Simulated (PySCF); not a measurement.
Xe+: ionisation energy

Xe+ [Kr] 4d10 5s2 5p5 (2P) → Xe(2+) [Kr] 4d10 5s2 5p4 (3P), as a difference of total energies. All numbers are calculated (PySCF 2.14, scalar relativity by spin-free X2C-1e, in aug-cc-pwCVTZ-DK3 (10s9p7d4f1g, 109 functions)). Correlated levels: valence: [Kr] 4d10 frozen. The calculations carry no spin-orbit coupling.

| method | ionisation energy (eV) | plus first-order spin-orbit estimate | difference from reference of that sum (eV) |
| --- | --- | --- | --- |
| UHF | 20.066 | 20.023 | -0.952 |
| MP2 (valence) | 20.822 | 20.780 | -0.195 |
| SCS-MP2 (valence) | 20.828 | 20.786 | -0.189 |
| CCSD (valence) | 20.845 | 20.803 | -0.172 |
| CCSD(T) (valence) | 20.879 | 20.837 | -0.138 |

Reference: 20.975 eV (semi-empirical (NIST evaluation); NIST Atomic Spectra Database, ionization energies).

A first-order spin-orbit estimate (lowest level to lowest level, LS coupling) adds -0.042 eV.

Errors of the correlated levels include the incompleteness of this basis and the frozen core.
